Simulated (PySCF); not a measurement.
## `O=C1OCC=C1[SiH2][SiH2]F`: 4 charge schemes on one density

Species: C4H7FO2Si2.
Structure used (GFN2-xTB), in Å, numbered top down from 1:
```xyz
16
C4H7FO2Si2 angstrom
O      0.3141   -1.8287    0.1517
C     -0.5977   -1.0458    0.0258
O     -1.8887   -1.4227   -0.0399
C     -2.7036   -0.2761   -0.1854
C     -1.7445    0.8711   -0.2023
C     -0.4976    0.4181   -0.0772
Si     1.2261    1.1856   -0.0134
Si     2.6447   -0.6235    0.2192
F      4.1197    0.0792    0.2668
H     -3.2787   -0.3604   -1.1142
H     -3.4063   -0.2277    0.6540
H     -2.0754    1.8870   -0.3036
H      1.3056    1.9964   -1.2402
H      1.1447    2.1645    1.0841
H      2.6319   -1.3120    1.5016
H      2.7983   -1.4961   -0.9358
```

Density: PBE0/pcSseg-1 (PySCF); schemes: Mulliken, IAO, Hirshfeld and ESP-fitted. One conformer (not necessarily the lowest) at the GFN2-xTB geometry, without solvent, vibrations or thermal averaging.

**Question.** What partial charge does each atom carry?

**Answer.** In e:

```json
{"atom": "O1", "environment": "ester carbonyl oxygen", "Mulliken": "-0.443", "IAO": "-0.443", "Hirshfeld": "-0.215", "ESP-fitted": "-0.556"}
{"atom": "C2", "environment": "ester carbonyl carbon", "Mulliken": "+0.591", "IAO": "+0.512", "Hirshfeld": "+0.197", "ESP-fitted": "+0.824"}
{"atom": "O3", "environment": "ester single-bonded oxygen", "Mulliken": "-0.431", "IAO": "-0.318", "Hirshfeld": "-0.099", "ESP-fitted": "-0.403"}
{"atom": "C4", "environment": "sp3 carbon bound to oxygen", "Mulliken": "+0.138", "IAO": "-0.069", "Hirshfeld": "+0.017", "ESP-fitted": "+0.082"}
{"atom": "C5", "environment": "alkene CH carbon", "Mulliken": "-0.164", "IAO": "-0.108", "Hirshfeld": "-0.013", "ESP-fitted": "-0.138"}
{"atom": "C6", "environment": "fully substituted alkene carbon", "Mulliken": "-0.464", "IAO": "-0.336", "Hirshfeld": "-0.114", "ESP-fitted": "-0.307"}
{"atom": "Si7", "environment": "SiH2 silicon", "Mulliken": "+0.386", "IAO": "+0.413", "Hirshfeld": "+0.245", "ESP-fitted": "+0.194"}
{"atom": "Si8", "environment": "fluorine-bound silicon", "Mulliken": "+0.696", "IAO": "+0.823", "Hirshfeld": "+0.309", "ESP-fitted": "+0.504"}
{"atom": "F9", "environment": "silicon-bound fluorine", "Mulliken": "-0.458", "IAO": "-0.570", "Hirshfeld": "-0.239", "ESP-fitted": "-0.342"}
{"atom": "H10", "environment": "methylene hydrogen", "Mulliken": "+0.158", "IAO": "+0.173", "Hirshfeld": "+0.066", "ESP-fitted": "+0.110"}
{"atom": "H11", "environment": "methylene hydrogen", "Mulliken": "+0.158", "IAO": "+0.173", "Hirshfeld": "+0.066", "ESP-fitted": "+0.108"}
{"atom": "H12", "environment": "vinylic hydrogen", "Mulliken": "+0.106", "IAO": "+0.172", "Hirshfeld": "+0.072", "ESP-fitted": "+0.168"}
{"atom": "H13", "environment": "Si–H hydrogen", "Mulliken": "-0.045", "IAO": "-0.091", "Hirshfeld": "-0.070", "ESP-fitted": "-0.050"}
{"atom": "H14", "environment": "Si–H hydrogen", "Mulliken": "-0.045", "IAO": "-0.091", "Hirshfeld": "-0.070", "ESP-fitted": "-0.049"}
{"atom": "H15", "environment": "Si–H hydrogen", "Mulliken": "-0.091", "IAO": "-0.120", "Hirshfeld": "-0.076", "ESP-fitted": "-0.072"}
{"atom": "H16", "environment": "Si–H hydrogen", "Mulliken": "-0.091", "IAO": "-0.120", "Hirshfeld": "-0.076", "ESP-fitted": "-0.072"}
```

Mean size of the charges over all atoms: IAO 0.283 e, Mulliken 0.279 e, ESP-fitted 0.249 e, Hirshfeld 0.121 e. Each set sums to the total charge, 0, to within 0.001 e. The Hirshfeld scheme weights the molecular density at each point by an atom's share of the summed free-atom densities. The Mulliken scheme counts on each atom the diagonal of the density matrix times the overlap matrix over that atom's basis functions.

Lowest charge. The schemes don't all agree: Mulliken C6 (-0.464); IAO F9 (-0.570); Hirshfeld F9 (-0.239); ESP-fitted O1 (-0.556).

Highest charge. The schemes don't all agree: Mulliken Si8 (+0.696); IAO Si8 (+0.823); Hirshfeld Si8 (+0.309); ESP-fitted C2 (+0.824).

**Question.** How many electrons does the ESP-fitted scheme count on Si8?

**Answer.** Z − q = 14 − (+0.504) = 13.496.

**Question.** Sum the charges by element, for elements with more than one atom.

**Answer.** 
```tsv
element	atoms	Mulliken	IAO	Hirshfeld	ESP-fitted
O	2	-0.874	-0.761	-0.313	-0.959
C	4	+0.101	-0.001	+0.087	+0.461
Si	2	+1.082	+1.236	+0.554	+0.698
H	7	+0.149	+0.095	-0.089	+0.142
```

**Question.** How closely do the schemes follow one another over all atoms?

**Answer.** Correlation coefficient and root-mean-square difference: IAO with Hirshfeld 0.98, 0.210 e; Mulliken with IAO 0.97, 0.087 e; Mulliken with ESP-fitted 0.95, 0.110 e; Mulliken with Hirshfeld 0.94, 0.212 e; IAO with ESP-fitted 0.91, 0.150 e; Hirshfeld with ESP-fitted 0.87, 0.213 e.

The run behind these numbers computed NMR shieldings as well. Hardware: an Arm Neoverse N1 with one thread, no GPU (shared host). Cost: 66 s wall, 0.91 GiB resident at most.
